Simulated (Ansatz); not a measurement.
# Abstraction of Br: C3H7Br + CHBrCl → C3H7 + CHBr2Cl

Species: C3H7Br `CC(C)Br`, singlet; CHBrCl `Cl[CH]Br`, doublet; C3H7 (methylethyl) `C[CH]C`, doublet; CHBr2Cl (chlorodibromomethane) `ClC(Br)Br`, singlet. A radical takes Br: the energy is the difference in strength between two C–Br bonds in different surroundings.

Shapes, held fixed at every level: PBE0-D4/def2-TZVP. Programs: Ansatz 0.2.0. The zero-point and thermal change to 298 K, harmonic and unscaled (PBE0-D4/def2-TZVP), is -4.5 kJ/mol.

```json
{"level": "HF/def2-SVP", "kind": "Hartree–Fock", "ΔH(298 K) (kJ/mol)": "+50.6", "less CCSD(T)/def2-TZVPP": "+0.7"}
{"level": "HF/def2-TZVPP", "kind": "Hartree–Fock", "ΔH(298 K) (kJ/mol)": "+50.5", "less CCSD(T)/def2-TZVPP": "+0.6"}
{"level": "r2SCAN-D4/def2-TZVPP", "kind": "meta-GGA", "ΔH(298 K) (kJ/mol)": "+45.2", "less CCSD(T)/def2-TZVPP": "-4.7"}
{"level": "BHLYP-D4/def2-TZVPP", "kind": "global hybrid", "ΔH(298 K) (kJ/mol)": "+46.9", "less CCSD(T)/def2-TZVPP": "-3.0"}
{"level": "r2SCAN0-D4/def2-TZVPP", "kind": "global hybrid", "ΔH(298 K) (kJ/mol)": "+47.8", "less CCSD(T)/def2-TZVPP": "-2.1"}
{"level": "MP2/def2-SVP", "kind": "perturbation theory", "ΔH(298 K) (kJ/mol)": "+47.2", "less CCSD(T)/def2-TZVPP": "-2.7"}
{"level": "CCSD/def2-SVP", "kind": "coupled cluster or CI", "ΔH(298 K) (kJ/mol)": "+50.8", "less CCSD(T)/def2-TZVPP": "+0.9"}
{"level": "CCSD(T)/def2-TZVPP", "kind": "coupled cluster or CI", "ΔH(298 K) (kJ/mol)": "+49.9", "less CCSD(T)/def2-TZVPP": "0.0"}
```

The highest level, CCSD(T)/def2-TZVPP, gives ΔH(298 K) = +49.9 kJ/mol; the levels span +45.2 to +50.8. The column of differences is taken from that level and isn't an error. No measured value is set beside it here. Open shells run unrestricted unless RO is named. Relativity is left out for Br unless named. Correlated rows may include outer-core shells of Br, which these sets cover unevenly.
